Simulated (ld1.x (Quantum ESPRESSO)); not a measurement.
# Transferability test, PAW potential for gallium (Ga)

gallium (Ga), PAW, made with ld1.x (Quantum ESPRESSO) 7.5 (LDA (PZ), scalar-relativistic). Core [Ar], reference 3d10 4s2 4p0.75 (charge +0.25). Waves: 4s (bound): rcut 1.35, rcutus 1.80 bohr; 4s channel at 3.1 Ry: rcut 1.35, rcutus 1.80 bohr; 4p (bound): rcut 2.10, rcutus 2.35 bohr; 4p channel at 0.55 Ry: rcut 2.10, rcutus 2.35 bohr; 3d (bound): rcut 0.95, rcutus 1.15 bohr; 3d channel at -0.4 Ry: rcut 0.95, rcutus 1.15 bohr. Local part: all-electron potential smoothed inside 1.30 bohr (lloc = -1). Core correction: a·sin(br)/r model core inside 0.60 bohr. Augmentation charge: PSQ, inside the norm-conserving radii.

Energies are relative to the spin-unpolarised reference configuration 3d10 4s2 4p0.75; without spin polarisation the order of configurations can differ from experiment. Spin-polarised rows fill each open shell by Hund’s rule, majority spin first.

| valence configuration | charge | ΔE all-electron (eV) | error AE − PS (meV) |
| --- | --- | --- | --- |
| 3d10 4s2 4p1 | 0 | -0.867 | +0.1 |
| 3d10 4s1 4p0 | +2 | 26.524 | -4.3 |
| 3d10 4s2 4p0.5 | +0.5 | 1.253 | -0.1 |
| 3d9 4s2 4p1 | +1 | 27.099 | -170 |
| 3d10 4s1 4p1 | +1 | 12.471 | -1.6 |
| 3d10 4s2 4p0.75 (spin-polarised) | +0.25 | -0.084 | -0.1 |
| 3d10 4s2 4p1 (spin-polarised) | 0 | -1.001 | +0.1 |

What are ΔE and the potential's error for 3d10 4s0 4p0?

ΔE = 58.124 eV all-electron; the error (AE − PS) is -15 meV.

What are ΔE and the potential's error for 3d10 4s2 4p0?

ΔE = 5.021 eV all-electron; the error (AE − PS) is -0.7 meV.

Levels in the configuration 3d10 4s0 4p0:

```
level  all-electron (eV)  pseudo (eV)
   3d            -52.844      -52.868
```
